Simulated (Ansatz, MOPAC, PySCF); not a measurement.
Species: AlS, net charge 0, doublet state. SMILES: [Al][S]
Geometry: optimised at B3LYP-D3(BJ)/def2-TZVP (Ansatz, an electronic-structure program).

Unscaled harmonic wavenumbers (cm⁻¹) in rising order, each level at the stationary point that it reaches from this structure (no distance between atoms moves by over 0.3 Å); the order of modes can differ between levels, and a negative number is imaginary. B3LYP-D3(BJ)/def2-TZVP (PySCF, at the structure above): 595.

PM3 (MOPAC): 536. Zero-point energy 0.8 against 0.9 kcal/mol; where all levels lie over 400 cm⁻¹, the wavenumbers are on average 0.901 times those of B3LYP-D3(BJ)/def2-TZVP.

PM6 (MOPAC): 784. Zero-point energy 1.1 against 0.9 kcal/mol; where all levels lie over 400 cm⁻¹, the wavenumbers are on average 1.318 times those of B3LYP-D3(BJ)/def2-TZVP.

B3LYP/6-31G* (Ansatz): 591. Zero-point energy 0.8 against 0.9 kcal/mol; where all levels lie over 400 cm⁻¹, the wavenumbers are on average 0.995 times those of B3LYP-D3(BJ)/def2-TZVP.
